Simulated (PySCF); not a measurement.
Field gradients at the hydrogen positions

C7H8F2.
Cartesian coordinates in Å at the GFN2-xTB level; atoms count from 1:
```
atom  x, y, z in Å
F1    -2.535   -1.114    1.068
C2    -1.814   -0.944   -0.074
F3    -2.613   -0.237   -0.912
C4    -0.523   -0.226    0.198
C5     0.616   -0.985    0.775
C6     1.773   -0.539    0.304
C7     1.601    0.555   -0.712
C8     0.101    0.783   -0.744
C9    -0.536    1.248    0.527
H10   -1.666   -1.943   -0.517
H11    0.469   -1.773    1.491
H12    2.749   -0.890    0.589
H13    1.983    0.242   -1.687
H14    2.144    1.456   -0.419
H15   -0.365    1.035   -1.684
H16   -1.484    1.758    0.453
H17    0.093    1.586    1.336
```

Level: PBE0/pcSseg-1 (PySCF, non-relativistic); Q(2H) = 0.00286 b; rigid geometry, the same for H and D, with no vibrational averaging.

Task: Rank these positions by the coupling χzz of a deuteron there, largest first.
A. H11 (vinylic hydrogen)
B. H10 (methine hydrogen)
C. H16 (methylene hydrogen)
D. H14 (methylene hydrogen)

Result: A (228 kHz), C (221 kHz), D (205 kHz), B (179 kHz).

Task: Tabulate Vzz, the asymmetry η and χzz = 234.96 MHz × Q × Vzz for every hydrogen position.

Result: 
```
atom  bonded to  bond length (Å)  Vzz (au)     η  χzz (kHz)
 H10         C2            1.103    0.2657  0.04        179
 H11         C5            1.075    0.3388  0.05        228
 H12         C6            1.076    0.3389  0.05        228
 H13         C7            1.093    0.3043  0.03        204
 H14         C7            1.092    0.3056  0.01        205
 H15         C8            1.079    0.3301  0.07        222
 H16         C9            1.080    0.3284  0.07        221
 H17         C9            1.080    0.3295  0.07        221
```

Task: How does χzz go with the bond length over the 8 C–H bonds?

Result: A straight-line fit has a slope of -16.6 kHz for each 0.01 Å, with a correlation coefficient of -0.98, over lengths from 1.075 to 1.103 Å. The longer bonds have the smaller couplings here.

Task: A static deuteron (I = 1) shows a doublet split by (3/2)χ, (3/4)χ(1 + η) and (3/4)χ(1 − η) with the field along z, y and x of the gradient. What are these for H15?

Result: With |χ| = 221.8 kHz and η = 0.070: 333, 178 and 155 kHz, to first order and without motion.

The structure is a single GFN2-xTB conformer in the gas phase; no vibrational or solvent corrections. GFN2-xTB bond lengths can be off by several hundredths of an ångström, more for odd bonds, and the gradients follow them. With so small a basis the couplings can be 20 % off.
